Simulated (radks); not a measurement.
Nd14+, 46 electrons, occupied as [Kr] 4d10 (the NIST ground configuration). Calculated with a radial shooting solver on a logarithmic mesh with Libxc functionals: scalar-relativistic Kohn-Sham, LB94 model potential, spin-polarised, spherical densities, finite nucleus; Fermi nuclear charge, rms radius 4.9123 fm. Some entries of the table are withheld. Estimate them.

orbital  occ.  eigenvalue (Ry)  <r^2> (bohr^2)
1s          2        -3224.007       0.0007576
2s          2        -540.3264         0.01199
2p          6        -485.7116        0.009576
3s          2        -134.4881             (1)
3p          6        -117.2096         0.08046
3d         10        -93.15432         0.06813
4s          2              (2)          0.4011
4p          6        -36.92540             (3)
4d         10        -28.69934          0.5132
5s          0        -19.94089           1.538
5p          0        -17.84008           1.746

Answer. 
(1) 3s <r^2> (bohr^2): 0.08058
(2) 4s eigenvalue (Ry): -42.68107
(3) 4p <r^2> (bohr^2): 0.4452
